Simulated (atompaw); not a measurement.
# Before and after: PAW (atompaw) potential for nitrogen

N (Z = 7), PAW, made with atompaw 4.2.0.5 (PBE, scalar-relativistic). Core [He], reference 2s2 2p1.5 (charge +1.5). Waves: 2s (bound): rc 1.85 bohr; 2s channel at -0.8 Ry: rc 1.85 bohr; 2p (bound): rc 1.85 bohr; 2p channel at -1.25 Ry: rc 1.85 bohr; 3d channel at 0.25 Ry: rc 1.75 bohr; 3d channel at 1.15 Ry: rc 1.85 bohr. Local part: troulliermartins scheme with l = 3 at -0.5 Ry, radius 1.85 bohr. Core correction: smooth core density matched at 1.10 bohr. Augmentation charge: besselshape compensation charge, radius 1.80 bohr; PAW radius 1.85 bohr; waves and projectors: custom polynom2 7 10 vanderbiltortho.

All-electron outer shells of the reference configuration (PBE, scalar-relativistic, ld1.x):

```
shell  level (eV)  outermost node (bohr)  outermost maximum (bohr)
   2s      -40.50                   0.32                      0.97
   2p      -28.73                      –                      0.89
```

Change: reference 2s2 2p3.

Cutoffs: the cutoffs (Ry, on a coarse ladder) from which the occupation-weighted sum of valence levels, in a spherical-Bessel basis at the reference potential, stays within 10 and 1 mRy of its value at 400 Ry; they do not see the model core or the augmentation charge, which bear on the density cutoff.

What does the change do?

The potential gets neither clearly harder nor softer (18 Ry and 21 Ry → 18 Ry and 21 Ry); the p channel sets the loose cutoff, while the largest relative change is in s, which becomes softer; the range in which the p phases agree widens (upper end 1.8 → 3.1); neither file shows a bound ghost.

```tsv
quantity	base	changed
cutoff, loose	18 Ry	18 Ry
cutoff, tight	21 Ry	21 Ry
loose cutoff by channel (10 mRy a level)	s 12 Ry, p 15 Ry	s 10 Ry, p 15 Ry
bound ghosts	none	none
s: phases at 1.85 bohr within 0.05 rad from the reference energy up to (Ry; the scan ends near 5)	to the end of the scan	to the end of the scan
p: phases at 1.85 bohr within 0.05 rad from the reference energy up to (Ry; the scan ends near 5)	1.8	3.1
d: phases at 1.85 bohr within 0.05 rad from the reference energy up to (Ry; the scan ends near 5)	to the end of the scan	4.8
lowest overlap eigenvalue by channel	s 0.68, p 0.95, d 0.95	s 0.63, p 0.96, d 0.94
```

 The cutoffs see the waves, projectors and local potential, not the compensation charge or the core.
